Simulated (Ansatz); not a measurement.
`Cl[SiH2][SnH3]` and `C[SiH2][SnH3]` differ in one atom or group.

Ansatz, PBE0-D4/def2-TZVP geometries, multiplicity 1. 

Elements past krypton have def2 core potentials.

| property | `Cl[SiH2][SnH3]` |
| --- | --- |
| HOMO energy (PBE/def2-TZVPP) / eV | -6.80 |
| size of the dipole moment (B3LYP/def2-TZVPP) / D | 1.20 |
| HOMO–LUMO gap (ωB97M-V/def2-TZVPP) / eV | 11.01 |
| LUMO energy (ωB97M-V/def2-TZVPP) / eV | 1.11 |
| zero-point energy (PBE0-D4/def2-TZVP) / kJ/mol | 102.0 |
| HOMO energy (ωB97M-V/def2-TZVPP) / eV | -9.89 |

Task: What does the change do to each property? (An estimate is asked.)

Result: Ansatz gave: 
```tsv
property	`C[SiH2][SnH3]`	shift
HOMO energy (PBE/def2-TZVPP) / eV	-6.64	0.16
size of the dipole moment (B3LYP/def2-TZVPP) / D	1.24	0.04
HOMO–LUMO gap (ωB97M-V/def2-TZVPP) / eV	11.14	0.13
LUMO energy (ωB97M-V/def2-TZVPP) / eV	1.46	0.35
zero-point energy (PBE0-D4/def2-TZVP) / kJ/mol	193.6	91.6
HOMO energy (ωB97M-V/def2-TZVPP) / eV	-9.68	0.21
```

With PBE0 the HOMO rises by 0.22 eV and the LUMO rises by 0.61 eV, so the gap widens by about 0.39 eV. PBE moves the HOMO by 0.16 eV and ωB97M-V by 0.21 eV. The zero-point energy changes by 91.6 kJ/mol with +9 modes. Dipoles are sizes alone; their direction can turn.

B3LYP here is the variant with VWN-RPA as its local correlation; programs differ in this.
